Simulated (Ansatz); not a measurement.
Reactions of CH₇ClSiSn (`[SiH3][SnH2][CH2]Cl`).

Computed with Ansatz on PBE0-D4/def2-TZVP structures; ΔE is electronic, products minus reactants. CCSD(T)/CBS is the MP2 limit (def2-TZVPP, def2-QZVPP) plus CCSD(T) − MP2 in def2-TZVPP, frozen cores. This one scheme is used for every species. Functionals use def2-TZVPP. Elements past krypton have def2 core potentials. For Ge, Se, Sn outer-core shells are correlated without core-valence functions, which leaves a few kJ/mol of doubt a bond. Scalar relativity is left out up to krypton. One conformer a species, not always the lowest.

```tsv
reaction	MP2/CBS(def2) (kcal/mol)	PBE-D4 (kcal/mol)	ωB97X-V (kcal/mol)	r2SCAN-D4 (kcal/mol)
`[SiH3][SnH2][CH2]Cl` + `CCBO` → `CCBO[SiH3]` + `Cl[CH2][SnH3]`	-12.3	-7.6	-13.1	-11.8
`[SiH3][SnH2][CH2]Cl` + `[GeH3][SeH]` → `Cl[CH2][GeH2][SeH]` + `[SiH3][SnH3]`	-0.8	-1.8	-1.9	-1.9
`[SiH3][SnH2][CH2]Cl` + `NC[SiH2]Cl` → `NC([SiH3])[SiH2]Cl` + `Cl[CH2][SnH3]`	9.8	10.0	8.9	9.3
`[SiH3][SnH2][CH2]Cl` + `NB[SeH]` → `NB[Se][SiH3]` + `Cl[CH2][SnH3]`	-7.0	-5.3	-6.5	-6.4
`[SiH3][SnH2][CH2]Cl` + PH₃ → `[SiH3]P` + `Cl[CH2][SnH3]`	3.7	2.8	2.3	2.2
`[SiH3][SnH2][CH2]Cl` + silanol → `O[SiH2][SnH2][SiH3]` + `CCl`	-9.9	-13.8	-11.2	-12.8
`[SiH3][SnH2][CH2]Cl` + `C[SiH2][NH][AlH2]` → `C[SiH]([SiH3])[NH][AlH2]` + `Cl[CH2][SnH3]`	10.5	6.6	7.4	7.4
`[SiH3][SnH2][CH2]Cl` + HCl → `[SiH3][SnH2][Cl]` + `CCl`	-27.5	-27.6	-29.1	-29.4
`[SiH3][SnH2][CH2]Cl` + `N=C([SiH3])S` → `N=C([SiH3])S[SiH3]` + `Cl[CH2][SnH3]`	-4.3	-3.3	-4.4	-4.3
`[SiH3][SnH2][CH2]Cl` + `C[SiH2]Cl` → `C[SiH](Cl)CCl` + `[SiH3][SnH3]`	-4.4	-6.8	-6.8	-7.3
```

Q: Give the CCSD(T)/CBS values in the same order. (Estimate.)

A: Ansatz gave: -12.1, -1.1, 9.9, -6.2, 3.5, -10.6, 9.0, -27.5, -3.7, -5.1 kcal/mol.

Largest T1 diagnostic: 0.014, for `N=C([SiH3])S[SiH3]`.
